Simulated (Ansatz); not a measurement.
A ladder of methods for AsH2 (SMILES [AsH2])

AsH2 has 3 atoms, charge 0, and is taken as a doublet. As SMILES, `[AsH2]`. The shape was relaxed beforehand at r2SCAN/def2-SVP.

```xyz
3

As   -0.5753    0.3286   -0.2757
H     0.6812    0.7946    0.4594
H    -0.1059   -1.1231   -0.1837
```

Each level gives the adiabatic electron affinity (to the singlet anion, shapes relaxed at r2SCAN/def2-SVP, no zero-point term) (eV). The values are calculated.

The electron affinity is E(neutral) − E(anion): positive where the electron is bound.

| level | kind | program | value (eV) | less CCSD(T)/def2-TZVPP | CPU time (all runs) |
| --- | --- | --- | --- | --- | --- |
| UHF/def2-TZVPP | Hartree–Fock | Ansatz | -0.19 | -0.94 | 1.1 s |
| USVWN5/def2-TZVPP | LDA | Ansatz | 1.07 | +0.32 | 0.74 s |
| UPBE/def2-TZVPP | GGA | Ansatz | 0.82 | +0.07 | 1.9 s |
| U-r2SCAN/def2-TZVPP | meta-GGA | Ansatz | 0.82 | +0.07 | 3 s |
| UPBE0-D4/def2-TZVPP | global hybrid | Ansatz | 0.83 | +0.08 | 1.7 s |
| U-wB97M-V/def2-TZVPP | range-separated hybrid | Ansatz | 0.81 | +0.06 | 7.6 s |
| UMP2/def2-TZVPP | perturbation theory | Ansatz | 0.75 | 0.00 | 1.3 s |
| UCCSD(T)/def2-TZVPP | coupled cluster or CI | Ansatz | 0.75 | 0.00 | 4.8 s |

Differences are taken from UCCSD(T)/def2-TZVPP for orientation; it has basis-set and higher-order errors of its own. All-electron rows without a relativistic Hamiltonian named are non-relativistic. The values span -0.19 to 1.07 eV. In the correlated wave-function rows the outer d shell of As is correlated, in sets not made for it. CPU times are rough (shared hosts, several kinds of processor): they show what a rung costs within a factor of a few.
